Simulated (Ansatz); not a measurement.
The pair A = C2H2 (SMILES C#C) (first 4 atoms), B = C2H6O (SMILES COC); geometry from B3LYP-D3(BJ)/def2-TZVP.
(charge 0, multiplicity 1):
```tsv
atom	x (Å)	y (Å)	z (Å)
C	0.5363	0.0417	-0.2194
C	0.0530	0.0058	0.8766
H	0.9640	0.0733	-1.1915
H	-0.3742	-0.0248	1.8575
C	-0.4745	1.3714	4.3598
O	-0.7518	0.0487	3.9441
C	0.1062	-0.9013	4.5446
H	0.5492	1.6652	4.0966
H	-0.6041	1.4801	5.4433
H	-1.1769	2.0269	3.8480
H	1.1555	-0.7074	4.2898
H	-0.1782	-1.8813	4.1656
H	0.0019	-0.8929	5.6363
```

Frozen-core correlation. MP2 and its Hartree–Fock in aug-cc-pVTZ are density fitted.

The values were computed with Ansatz (a program for electronic structure) with Gaussian orbitals. Each number belongs to the level named beside it.

The counterpoise-corrected interaction energy is E(AB) − E(A in the pair's basis) − E(B in the pair's basis). Total energies (hartree):

```json
[
 {"level": "HF/aug-cc-pVDZ", "AB": "-230.9187133", "A in the pair's basis": "-76.8289699", "B in the pair's basis": "-154.0871348"},
 {"level": "MP2/aug-cc-pVDZ", "AB": "-231.6892490", "A in the pair's basis": "-77.0918374", "B in the pair's basis": "-154.5924764"},
 {"level": "HF/aug-cc-pVTZ", "AB": "-230.9816081", "A in the pair's basis": "-76.8505121", "B in the pair's basis": "-154.1286154"},
 {"level": "MP2/aug-cc-pVTZ", "AB": "-231.9075929", "A in the pair's basis": "-77.1641003", "B in the pair's basis": "-154.7381039"},
 {"level": "CCSD(T)/aug-cc-pVDZ", "AB": "-231.7711187", "A in the pair's basis": "-77.1202584", "B in the pair's basis": "-154.6462113"}
]
```

Work out the counterpoise-corrected interaction energy at the basis-set limit: extrapolate the MP2 correlation part as X⁻³, take Hartree–Fock from the larger set, and add the CCSD(T) − MP2 difference of aug-cc-pVDZ.


1. Differences (1 hartree = 627.509 kcal/mol): HF/aug-cc-pVDZ -1.637; MP2/aug-cc-pVDZ -3.097; HF/aug-cc-pVTZ -1.557; MP2/aug-cc-pVTZ -3.381; CCSD(T)/aug-cc-pVDZ -2.917.
2. Correlation parts, MP2 less HF: -1.460 in aug-cc-pVDZ (X = 2), -1.825 in aug-cc-pVTZ (X = 3).
3. Limit (3³·(-1.825) − 2³·(-1.460))/(3³ − 2³) = -1.979; with HF/aug-cc-pVTZ it gives -3.535.
4. CCSD(T) less MP2 in aug-cc-pVDZ: 0.180.
Result: -3.36 kcal/mol, against -3.10 at MP2/aug-cc-pVDZ. It is an estimate of this method's limit, not of the exact value.
